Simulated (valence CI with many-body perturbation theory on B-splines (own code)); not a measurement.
# Hf XLIX: E2, M1 decay

Level of theory: relativistic CI+MBPT: six valence electrons over a frozen Dirac-Fock core [Ar], radial functions for each j: 7 s, 7 p, 8 d, 6 f, 4 g, 1 h, with the one-electron correlation potential Σ1 (screened to all orders), the two-electron term Σ2, the three-electron term Σ3, Breit, model QED; selected single and double excitations, second order for the rest, scaled by the run's own slope (own B-spline code, finite nucleus).

The last digits are not significant, and no measured levels were compared; by estimate large intervals hold to a few tenths of a per cent, small ones and those within an open d or f shell to about a per cent. Core correlation moves these levels by up to 14000 cm⁻¹, and in measured spectra 5 to 20 % of such shifts remained as error; rates that hang on mixing are uncertain with them. Among the levels kept, up to 1000 cm⁻¹ of a level comes from second order outside the variational space, and about a tenth of that is noise between levels of different J, which matters for small intervals. The list stops below the first excitations out of the core. Only levels of the ground parity were solved; by the run's estimate the other parity begins above the list, which can be wrong where configurations are misplaced.

Lines 1 to 50 of 109 in falling wavelength, among levels below 1986300 cm⁻¹, chosen from the decays that carry over 1 % of a level's rate. Wavelengths and rates use the calculated energies. Electric multipoles are in the length gauge with retardation, E1 and E2 with the static RPA response of the core. M1 uses the relativistic operator with retardation. S is in atomic units (e²a₀⁴ for E2 and M2, e²a₀⁶ for E3), for M1 in squared Bohr magnetons. Weak lines are less certain than strong ones. Lines between different terms over intervals too small for the method are left out, as are lines whose strength nearly cancels. The highest levels of a list are the least certain.

Levels are named by their leading jj configuration (3d3/2^4 stands for four electrons in 3d with j = 3/2), which in mixed levels can hold well under half, so a name can repeat and another be missing. Letters in brackets count levels of one name in rising energy.

| λ vac (Å) | Upper | Lower | Type | A (s⁻¹) | S (a.u.) |
| --- | --- | --- | --- | --- | --- |
| 1680 | (3d3/2^4 3d5/2^2) J=2 | (3d3/2^4 3d5/2^2) J=4 | E2 | 1.78e-02 | 1.06e-03 |
| 951.9 | (3d3/2^3 3d5/2^3) J=4 [b] | (3d3/2^3 3d5/2^3) J=3 [b] | M1 | 2.79e+03 | 8.02e-01 |
| 914.2 | (3d3/2^3 3d5/2^3) J=2 [b] | (3d3/2^3 3d5/2^3) J=3 [b] | M1 | 8.11e+03 | 1.15e+00 |
| 734.1 | (3d3/2^4 3d5/2^2) J=0 | (3d3/2^4 3d5/2^2) J=2 | E2 | 3.92e+00 | 7.46e-04 |
| 726.6 | (3d3/2^3 3d5/2^3) J=3 [b] | (3d3/2^3 3d5/2^3) J=3 [a] | M1 | 1.37e+04 | 1.36e+00 |
| 724.7 | (3d3/2^3 3d5/2^3) J=3 [c] | (3d3/2^3 3d5/2^3) J=2 [a] | M1 | 6.98e+03 | 6.90e-01 |
| 593.6 | (3d3/2^3 3d5/2^3) J=4 [b] | (3d3/2^3 3d5/2^3) J=5 | M1 | 7.13e+03 | 4.97e-01 |
| 575.5 | (3d3/2^3 3d5/2^3) J=0 | (3d3/2^3 3d5/2^3) J=1 [a] | M1 | 5.78e+04 | 4.08e-01 |
| 477.5 | (3d3/2^3 3d5/2^3) J=2 [b] | (3d3/2^3 3d5/2^3) J=1 [a] | M1 | 4.57e+03 | 9.21e-02 |
| 473.2 | (3d3/2^3 3d5/2^3) J=1 [b] | (3d3/2^3 3d5/2^3) J=1 [a] | M1 | 3.18e+04 | 3.74e-01 |
| 435.3 | (3d3/2^3 3d5/2^3) J=4 [b] | (3d3/2^3 3d5/2^3) J=4 [a] | M1 | 1.79e+04 | 4.94e-01 |
| 404.8 | (3d3/2^3 3d5/2^3) J=2 [b] | (3d3/2^3 3d5/2^3) J=3 [a] | M1 | 5.26e+04 | 6.47e-01 |
| 384.5 | (3d3/2^2 3d5/2^4) J=0 [a] | (3d3/2^3 3d5/2^3) J=1 [b] | M1 | 8.35e+04 | 1.76e-01 |
| 355.7 | (3d3/2^3 3d5/2^3) J=1 [a] | (3d3/2^4 3d5/2^2) J=0 | M1 | 2.39e+05 | 1.20e+00 |
| 320.6 | (3d3/2^2 3d5/2^4) J=3 [a] | (3d3/2^3 3d5/2^3) J=2 [b] | M1 | 8.43e+04 | 7.21e-01 |
| 310.8 | (3d3/2^2 3d5/2^4) J=5 | (3d3/2^3 3d5/2^3) J=4 [b] | M1 | 2.24e+05 | 2.74e+00 |
| 288.2 | (3d3/2^2 3d5/2^4) J=2 [a] | (3d3/2^3 3d5/2^3) J=3 [b] | M1 | 5.84e+04 | 2.59e-01 |
| 272.3 | (3d3/2^2 3d5/2^4) J=2 [d] | (3d3/2^2 3d5/2^4) J=3 [a] | M1 | 2.25e+04 | 8.43e-02 |
| 270.9 | (3d3/2^2 3d5/2^4) J=3 [b] | (3d3/2^3 3d5/2^3) J=2 [b] | M1 | 8.43e+04 | 4.35e-01 |
| 267.8 | (3d3/2^2 3d5/2^4) J=3 [b] | (3d3/2^3 3d5/2^3) J=4 [b] | M1 | 4.56e+05 | 2.27e+00 |
| 263.3 | (3d3/2^3 3d5/2^3) J=3 [a] | (3d3/2^4 3d5/2^2) J=2 | M1 | 5.17e+05 | 2.45e+00 |
| 257.9 | (3d3/2^2 3d5/2^4) J=4 [b] | (3d3/2^3 3d5/2^3) J=3 [c] | M1 | 8.59e+04 | 4.91e-01 |
| 257.1 | (3d3/2^2 3d5/2^4) J=1 | (3d3/2^3 3d5/2^3) J=1 [b] | M1 | 4.74e+05 | 8.96e-01 |
| 255.9 | (3d3/2^2 3d5/2^4) J=1 | (3d3/2^3 3d5/2^3) J=2 [b] | M1 | 4.04e+05 | 7.53e-01 |
| 254.3 | (3d3/2 3d5/2^5) J=3 | (3d3/2^2 3d5/2^4) J=4 [c] | M1 | 4.80e+05 | 2.05e+00 |
| 253.3 | (3d3/2^2 3d5/2^4) J=4 [a] | (3d3/2^3 3d5/2^3) J=3 [b] | M1 | 1.23e+05 | 6.66e-01 |
| 244.1 | (3d3/2^2 3d5/2^4) J=4 [b] | (3d3/2^3 3d5/2^3) J=4 [b] | M1 | 2.18e+04 | 1.06e-01 |
| 242.7 | (3d3/2 3d5/2^5) J=2 | (3d3/2^2 3d5/2^4) J=2 [c] | M1 | 2.52e+05 | 6.69e-01 |
| 242.0 | (3d3/2^2 3d5/2^4) J=2 [b] | (3d3/2^3 3d5/2^3) J=1 [b] | M1 | 4.30e+04 | 1.13e-01 |
| 240.9 | (3d3/2^2 3d5/2^4) J=2 [b] | (3d3/2^3 3d5/2^3) J=2 [b] | M1 | 9.81e+04 | 2.54e-01 |
| 239.6 | (3d3/2^3 3d5/2^3) J=1 [a] | (3d3/2^4 3d5/2^2) J=2 | M1 | 2.20e+06 | 3.36e+00 |
| 237.4 | (3d3/2^2 3d5/2^4) J=3 [a] | (3d3/2^3 3d5/2^3) J=3 [b] | M1 | 1.51e+05 | 5.25e-01 |
| 236.9 | (3d3/2^2 3d5/2^4) J=0 [b] | (3d3/2^2 3d5/2^4) J=1 | M1 | 1.93e+05 | 9.51e-02 |
| 234.5 | (3d3/2^2 3d5/2^4) J=1 | (3d3/2^3 3d5/2^3) J=0 | M1 | 5.98e+05 | 8.58e-01 |
| 233.5 | (3d3/2 3d5/2^5) J=3 | (3d3/2^2 3d5/2^4) J=2 [c] | M1 | 8.05e+05 | 2.66e+00 |
| 231.3 | (3d3/2^2 3d5/2^4) J=3 [a] | (3d3/2^3 3d5/2^3) J=2 [a] | M1 | 5.06e+05 | 1.62e+00 |
| 227.7 | (3d3/2^3 3d5/2^3) J=3 [a] | (3d3/2^4 3d5/2^2) J=4 | M1 | 1.71e+06 | 5.24e+00 |
| 223.7 | (3d3/2^2 3d5/2^4) J=2 [a] | (3d3/2^3 3d5/2^3) J=1 [a] | M1 | 1.09e+06 | 2.26e+00 |
| 221.1 | (3d3/2^3 3d5/2^3) J=4 [a] | (3d3/2^4 3d5/2^2) J=4 | M1 | 2.02e+06 | 7.30e+00 |
| 218.3 | (3d3/2^2 3d5/2^4) J=4 [a] | (3d3/2^3 3d5/2^3) J=5 | M1 | 6.11e+05 | 2.12e+00 |
| 212.1 | (3d3/2^2 3d5/2^4) J=0 [a] | (3d3/2^3 3d5/2^3) J=1 [a] | M1 | 5.38e+06 | 1.90e+00 |
| 209.0 | (3d3/2^2 3d5/2^4) J=3 [b] | (3d3/2^3 3d5/2^3) J=3 [b] | M1 | 1.05e+06 | 2.48e+00 |
| 206.4 | (3d3/2^2 3d5/2^4) J=2 [a] | (3d3/2^3 3d5/2^3) J=3 [a] | M1 | 3.73e+06 | 6.07e+00 |
| 205.4 | (3d3/2^2 3d5/2^4) J=2 [c] | (3d3/2^3 3d5/2^3) J=3 [c] | M1 | 1.07e+06 | 1.72e+00 |
| 204.3 | (3d3/2^2 3d5/2^4) J=3 [b] | (3d3/2^3 3d5/2^3) J=2 [a] | M1 | 6.41e+05 | 1.42e+00 |
| 204.0 | (3d3/2^2 3d5/2^4) J=5 | (3d3/2^3 3d5/2^3) J=5 | M1 | 6.27e+05 | 2.17e+00 |
| 203.8 | (3d3/2^2 3d5/2^4) J=5 | (3d3/2^3 3d5/2^3) J=6 | M1 | 1.27e+06 | 4.39e+00 |
| 203.1 | (3d3/2^3 3d5/2^3) J=1 [b] | (3d3/2^4 3d5/2^2) J=0 | M1 | 8.82e+05 | 8.22e-01 |
| 199.9 | (3d3/2 3d5/2^5) J=4 | (3d3/2^2 3d5/2^4) J=3 [b] | M1 | 8.57e+05 | 2.28e+00 |
| 199.5 | (3d3/2 3d5/2^5) J=2 | (3d3/2^2 3d5/2^4) J=2 [b] | M1 | 8.89e+05 | 1.31e+00 |
